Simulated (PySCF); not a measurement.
## Excitation energies in several basis sets

Compound: CH8Ge2O.
InChI=1S/CH8Ge2O/c2-1-4-3/h1H2,2-3H3

TDDFT with PBE0 (PySCF), vertical singlets, core orbitals frozen in the response, spherical d and f functions. The structure is a single PBE0-D3(BJ)/def2-SVP conformer in the gas phase; no vibrational or solvent corrections. Relativistic effects, spin–orbit coupling among them, are left out although an element past zinc is present.

Problem. How do the low singlets change with the basis? Take 6-31G*, def2-SVP, def2-SVPD, aug-cc-pVDZ, def2-TZVP and def2-TZVPD.

Solution. 

| basis | functions | diffuse | S1 (eV) | S2 (eV) | S3 (eV) | S4 (eV) | S5 (eV) | LUMO (eV) | α (au) |
| --- | --- | --- | --- | --- | --- | --- | --- | --- | --- |
| 6-31G* | 108 | no | 5.77 | 7.00 | 7.31 | 7.64 | 7.95 | 0.28 | 65.5 |
| def2-SVP | 132 | no | 5.96 | 7.08 | 7.42 | 7.51 | 7.76 | 0.32 | 70.4 |
| def2-SVPD | 183 | yes | 5.76 | 6.36 | 6.83 | 7.06 | 7.23 | -0.11 | 80.7 |
| aug-cc-pVDZ | 190 | yes | 5.59 | 5.99 | 6.50 | 6.58 | 6.79 | -0.30 | 82.3 |
| def2-TZVP | 206 | no | 5.82 | 6.75 | 7.19 | 7.32 | 7.44 | 0.07 | 78.2 |
| def2-TZVPD | 257 | yes | 5.66 | 6.23 | 6.74 | 6.90 | 7.13 | -0.20 | 81.8 |

States are compared by their number. Against the largest diffuse basis here (def2-TZVPD, itself not a converged limit), sets without diffuse functions differ by up to 0.30 eV in S1 and 0.81 eV in S5; the smaller diffuse sets differ by up to 0.11 and 0.34 eV. State by state, the largest deviation of a set without diffuse functions is S1 0.30, S2 0.85, S3 0.68, S4 0.74, S5 0.81 eV. The same number needn't mean the same state in each row. Against def2-TZVPD the polarisability deviates by -20% in 6-31G*, -14% in def2-SVP, -1% in def2-SVPD, +1% in aug-cc-pVDZ, -4% in def2-TZVP.

Without π bonds the low states may be Rydberg-like; a valence basis with one diffuse set may place them up to an eV too high.
